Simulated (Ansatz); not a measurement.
The cluster Ag3Br2, relaxed as a doublet with UKS PBE0-D4/def2-SVP in Ansatz, starting from the GFN1-xTB geometry. Force threshold 0.02 eV/Å.

In the def2 sets Ag takes a core potential; there is no spin–orbit coupling. The relaxation made no stability test and no search for a lower SCF solution. No other spin state of charge 0 was run. The structure comes from a short search, and lower isomers may exist.

Start:

Cartesian coordinates in Å:
```
Ag 0.404 0.403 -0.602
Ag 2.037 0.569 1.611
Ag -3.228 -1.930 0.733
Br -1.973 -0.435 -0.935
Br 2.760 1.393 -0.807
```

**Question.** Estimate the energy that the relaxation releases and the steps that it takes.

**Answer.** 31.4 kcal/mol, in 15 steps; 3 min on 4 threads of Arm Neoverse N1 on a shared host. The force fell under the threshold at step 14, but the optimiser went on. No frequencies were taken in this run, so the end may be a saddle point.

**Question.** Does the start keep its bonding?

**Answer.** Bonds formed: Ag2–Ag3 (atoms count from 1). Metal–metal contacts that move far: Ag1–Ag3 4.52 to 2.97 Å. The end is the same structure that another start reached, the lowest one found.

**Question.** Predict the relaxed structure.

**Answer.** 
```xyz
5

Ag    0.0935    0.4454   -1.0708
Ag    1.1477   -0.1356    1.6417
Ag   -1.3846   -0.9903    1.0667
Br   -2.2540   -0.4398   -1.3455
Br    2.3973    1.1203   -0.2921
```
Bond lengths (bridged metal pairs left out): 4 × Ag–Br 2.52 to 2.62 Å; 1 × Ag–Ag 2.73 Å.
